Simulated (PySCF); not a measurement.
PbI4: breathing scan

Method: PBE0 in PySCF with Pb def2-SVP with ECP60, I def2-SVP with ECP28; scalar-relativistic core potentials, no spin–orbit coupling; density-fitted integrals.

Rigid scan from the singlet minimum (Pb–I 2.773 Å (×4); I–Pb–I 109.5° (×6)). Coordinate: all bonds to the central atom scaled together. Energies in kJ/mol from the minimum.

```tsv
scale of all bonds to the centre	E (kJ/mol)
0.88	310.2
0.92	116.4
0.96	24.9
1.00	0.0
1.04	17.4
1.08	60.4
1.14	149.0
1.22	280.3
1.35	477.3
```

At long bonds a restricted determinant can lie too high, and another spin state can fall below this curve.

Spin–orbit coupling, left out here, can matter for elements this heavy.

Other isomers or separated fragments may lie lower.
